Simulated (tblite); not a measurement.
Compound: C6H11O (doublet state).
Structure used (GFN2-xTB), in Å, numbered top down from 1:
```
atom  x, y, z in Å
C1    -1.8256    1.1898   -0.5203
C2    -1.0460   -0.0310   -0.7999
O3    -1.8154   -1.1862   -1.0021
C4    -0.1145   -0.1128    0.4175
C5    -0.4702   -0.7309    1.5358
C6     1.2144    0.5683    0.2604
C7     2.2141   -0.3592   -0.4330
H8    -2.7157    1.1227    0.0770
H9    -1.3842    2.1551   -0.6664
H10   -0.4376    0.0754   -1.7043
H11   -2.4891   -1.2324   -0.3149
H12    0.1866   -0.7612    2.3889
H13   -1.4094   -1.2457    1.6485
H14    1.0975    1.4785   -0.3308
H15    1.6023    0.8464    1.2422
H16    2.3692   -1.2553    0.1629
H17    1.8458   -0.6595   -1.4110
H18    3.1692    0.1444   -0.5622
```

Computed geometry: GFN2-xTB, gas phase. This method treats the open shell by occupation alone, without spin polarisation.

Masses are those of the commonest isotopes; rigid-rotor values at the optimised geometry. The values belong to one conformer with, in the numbering `[CH2:1][C@H:2]([OH:3])[C:4](=[CH2:5])[CH2:6][CH3:7]`, H–C1–C2–O3 37° and -160°, C1–C2–O3–H -46°, C1–C2–C4–C5 88°, C2–C4–C6–C7 -84°.

(1) What are A, B and C (cm⁻¹)?

(2) What kind of rotor is it?

(3) What does the inertial defect say?

(4) List the rotational levels J(Ka,Kc) to J = 3 (MHz).

(5) Estimate the classical rotational partition function at 25 K, 50 K and 298.15 K.

## Answers

(1) Ia = 134.30, Ib = 285.94, Ic = 296.67 u·Å²; 505379 MHz·u·Å²/I gives 3763, 1767 and 1704 MHz, that is A = 0.12552, B = 0.05895, C = 0.05682 cm⁻¹.

(2) A near-prolate asymmetric top; Ray's κ = -0.938.

(3) Not planar: Δ = Ic − Ia − Ib = -123.58 u·Å². For a rigid frame Δ = −2 Σ m c², so Σ m c² = 61.79 u·Å² lies off the ab plane: 13.17 from hydrogen and 48.62 from heavier atoms. The atom farthest from that plane is 1.84 Å away.

(4) Above 0(0,0):
J = 1: 1(0,1) 3471, 1(1,1) 5466, 1(1,0) 5530
J = 2: 2(0,2) 10411, 2(1,2) 12344, 2(1,1) 12536, 2(2,1) 18523, 2(2,0) 18524
J = 3: 3(0,3) 20818, 3(1,3) 22660, 3(1,2) 23044, 3(2,2) 28936, 3(2,1) 28943, 3(3,1) 39074, 3(3,0) 39074

(5) Point group C1, symmetry number σ = 1; q = (√π/σ)·√((kT/h)³/(ABC)), k/h = 20836.6 MHz/K: 6260 at 25 K, 17700 at 50 K, 258000 at 298.15 K.

For this open shell read J as N, the rotation without spin; fine and hyperfine splittings come on top. Its GFN2-xTB frequencies are all real (lowest 59 cm⁻¹). These are rigid-rotor constants of the computed structure; measured ground-state constants (B0) also hold zero-point vibration.
